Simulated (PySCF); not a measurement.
bromine (Br2), SMILES BrBr.

Coordinates come from a B3LYP-D3(BJ)/def2-TZVP optimisation.

Level of theory: SMD-B3LYP/def2-SVP in PySCF.

Solvation free energies are E(SMD) − E(gas) at the gas-phase geometry, for 1 M in both phases. Bromine has the revised SMD18 radius of 2.60 Å. In vacuum the dipole moment is 0.00 D.

Computed solvation free energies in water, ethylethanoate, acetone:
| solvent | ΔG(solv) (kcal/mol) | its non-electrostatic (CDS) part | dipole (D) |
|---|---|---|---|
| water | -1.4 | -0.8 | 0.00 |
| ethylethanoate | -4.0 | -3.5 | 0.00 |
| acetone | -4.0 | -3.5 | 0.00 |
